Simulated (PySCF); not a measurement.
## Telling isomers of C7H4ClP apart by NMR

Computed data (PySCF): NMR shieldings at PBE0/pcSseg-1/GIAO, geometry from GFN2-xTB. Relativity neglected, a single conformation, averaged over atoms made equivalent by symmetry, fast rotation or ring inversion, gas phase.

Scale: 1H, 13C vs TMS (reference shieldings calculated alike). Splittings of carbon signals by F and P are missing where no couplings were computed. Where no couplings were computed, multiplicities follow the n + 1 count of equivalent neighbours, and m marks all less simple cases (inequivalent or close neighbours, rings, F or P nearby). Shifts are as computed. Against solution values, carbons near 30 ppm lie about +3 ppm off and those near 130 ppm about +5 ppm; carbons on Cl a further +6 ppm. Of 1211 compounds with measured shifts, 218 miss one by over three times the rms of a fit or turn the order of signals round; such compounds aren't used in these exercises. Carbons bonded to Cl come out too deshielded.

(1) Tabulate the signals of `P#Cc1ccc(Cl)cc1`, `C#Cc1ccpc(Cl)c1`, `C#Cc1cc(Cl)ccp1` and their relative energies.

(2) What is the quickest way to tell P#Cc1ccc(Cl)cc1 from C#Cc1cc(Cl)ccp1?

(3) What is the quickest way to tell P#Cc1ccc(Cl)cc1 from C#Cc1ccpc(Cl)c1?

(4) What is the quickest way to tell C#Cc1ccpc(Cl)c1 from C#Cc1cc(Cl)ccp1?

Results:

(1) 
```tsv
SMILES	carbon types	δC	δH	E rel. (kcal/mol)
P#Cc1ccc(Cl)cc1	3×C 4×CH	175.5, 148.0, 143.2, 134.6, 130.8	7.96 (m, 2H), 7.52 (d, 2H)	0.0
C#Cc1ccpc(Cl)c1	3×C 4×CH	183.1, 166.4, 144.7, 141.0, 129.4, 92.8, 89.5	9.03 (m, 1H), 8.30 (m, 1H), 8.11 (m, 1H), 3.16 (s, 1H)	26.2
C#Cc1cc(Cl)ccp1	3×C 4×CH	166.7, 161.5, 148.4, 146.1, 138.6, 98.6, 89.3	9.14 (m, 1H), 8.33 (m, 1H), 8.00 (m, 1H), 3.68 (s, 1H)	25.2
```

Energies are electronic energies at PBE0/pcSseg-1 on these geometries, without zero-point or thermal terms, each for the one conformer computed, which needn't be the lowest.

(2) Count the carbon signals: 5 against 7. The first has a substituted aromatic carbon (C) at 130.8 ppm, the second an alkyne carbon (C) at 89.3 ppm. Their most deshielded carbons lie at 175.5 and 166.7 ppm. In the proton spectra the most deshielded non-exchanging signals are 7.96 (m, 2H) and 9.14 (m, 1H).

(3) Count the carbon signals: 5 against 7. The first has an aromatic carbon bearing chlorine (C) at 148.0 ppm, the second a terminal alkyne carbon (CH) at 92.8 ppm. Their most deshielded carbons lie at 175.5 and 183.1 ppm. In the proton spectra the most deshielded non-exchanging signals are 7.96 (m, 2H) and 9.03 (m, 1H).

(4) Both give the same number of carbon signals, with the same numbers of each carbon type, so the positions decide. The first has an aromatic carbon bearing chlorine (C) at 183.1 ppm, the second a substituted aromatic carbon (C) at 161.5 ppm. Their most deshielded carbons lie at 183.1 and 166.7 ppm.
